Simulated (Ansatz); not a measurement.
# A family of molecules: the HOMO–LUMO gap

One atom is swapped for its congeners: Ti(CH3)(OH)3; Zr(CH3)(OH)3; Hf(CH3)(OH)3. All are singlets with charge 0.

Shapes, held fixed at every level: PBE0-D4/def2-TZVP. Flexible molecules stand in one conformer, not always the lowest. Programs: Ansatz 0.2.0. Values in eV.

```csv
level,Ti(CH3)(OH)3,Zr(CH3)(OH)3,Hf(CH3)(OH)3
SPW92/def2-TZVPP,3.87,5.09,5.26
PBE-D4/def2-TZVPP,3.96,5.02,5.23
r2SCAN-D4/def2-TZVPP,4.41,5.68,6.09
B3LYP-D4/def2-TZVPP,5.97,6.45,6.68
wB97X-V/def2-TZVPP,11.30,10.78,11.22
wB97M-V/def2-TZVPP,10.79,10.08,10.58
```

At wB97M-V/def2-TZVPP the HOMO–LUMO gap isn't monotonic: it is largest for Ti and smallest for Zr (10.79 and 10.08 eV). 2 of 6 levels show this order throughout; 2 agree on the largest and the smallest. For atoms past krypton def2 sets carry core potentials with scalar relativity. Orbital gaps aren't excitation energies, and the LUMO depends on the basis.
